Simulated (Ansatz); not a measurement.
Ansatz (a quantum-chemistry and plane-wave program) input:

Ansatz 0.2 input:
```yaml
crystal:
  periodic: [false, false, false]
  atoms:
    - {symbol: F, position_ang: [-1.80859123, 0.87204318, -0.12027153]}
    - {symbol: C, position_ang: [-1.19277641, -0.32990127, 0.05142083]}
    - {symbol: Br, position_ang: [0.75235255, -0.11834119, 0.01472242]}
    - {symbol: H, position_ang: [-1.44634856, -0.73385834, 1.02686496]}
    - {symbol: H, position_ang: [-1.45201134, -0.99318101, -0.76823070]}
basis:
  gaussian:
    orbitals: def2-TZVP
hamiltonian:
  xc: {name: HF}
relax: {f_tol: 0.003, max_steps: 100}
```

### Question
What final total energy does it print?

### Answer
-2710.93469 Eh (HF/def2-TZVP). The basis has 122 functions.
